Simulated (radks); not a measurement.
Problem. The phosphorus ion P5+, 10 electrons, occupied as [Ne]. Method: non-relativistic Kohn-Sham, LDA (Slater exchange, Perdew-Wang correlation), spin-unpolarised, spherical densities, point nucleus; computed with a radial shooting solver on a logarithmic mesh with Libxc functionals. Some entries of the table are withheld. Estimate them.

orbital,occ.,eigenvalue (eV),r(max) (bohr),<r^2> (bohr^2)
1s,2,-2148.474,(1),0.01462
2s,2,(2),0.4203,0.3203
2p,6,-199.7944,0.3521,(3)
3s,0,(4),1.369,2.630
3p,0,-58.9176,1.437,2.987
3d,0,-44.0871,1.430,3.430

Solution. 
(1) 1s r(max) (bohr): 0.06823
(2) 2s eigenvalue (eV): -247.1991
(3) 2p <r^2> (bohr^2): 0.2868
(4) 3s eigenvalue (eV): -70.0866
